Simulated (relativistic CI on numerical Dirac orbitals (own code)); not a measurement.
## Radial parameters of Tm58+

Calculated at this level of theory: Dirac-Coulomb-Breit CI, orbitals from a KLI potential per configuration, a model potential for QED, unscaled Slater integrals (own radial code, finite nucleus).

Slater integrals F^k, G^k are unscaled and averaged over j, outside the closed core [Ne]; ζ comes from projecting the Hamiltonian with its Breit term on Σ l·s of the shell.

- 3p: ζ(3p) = 1.4435e+06 cm⁻¹; <r>(3p) = 0.1938, <r^2>(3p) = 0.04348 (bohr units).
- 3d: ζ(3d) = 197530 cm⁻¹; <r>(3d) = 0.1705, <r^2>(3d) = 0.03343 (bohr units).
- 4p: ζ(4p) = 590620 cm⁻¹; <r>(4p) = 0.3648, <r^2>(4p) = 0.1514 (bohr units).

Averages of the first 10 configurations, taken without configuration mixing, which lowers the lowest level and can move excited configurations by several eV; other configurations of the list can lie among them:

```json
{"Configuration": "3s", "Parity": "even", "States": "2", "Average energy above the lowest level (eV)": "0.0"}
{"Configuration": "3p", "Parity": "odd", "States": "6", "Average energy above the lowest level (eV)": "322.7"}
{"Configuration": "3d", "Parity": "even", "States": "10", "Average energy above the lowest level (eV)": "620.6"}
{"Configuration": "4s", "Parity": "even", "States": "2", "Average energy above the lowest level (eV)": "2744.0"}
{"Configuration": "4p", "Parity": "odd", "States": "6", "Average energy above the lowest level (eV)": "2876.6"}
{"Configuration": "4d", "Parity": "even", "States": "10", "Average energy above the lowest level (eV)": "2994.3"}
{"Configuration": "4f", "Parity": "odd", "States": "14", "Average energy above the lowest level (eV)": "3045.9"}
{"Configuration": "5s", "Parity": "even", "States": "2", "Average energy above the lowest level (eV)": "3965.5"}
{"Configuration": "5p", "Parity": "odd", "States": "6", "Average energy above the lowest level (eV)": "4032.1"}
{"Configuration": "5d", "Parity": "even", "States": "10", "Average energy above the lowest level (eV)": "4090.6"}
```
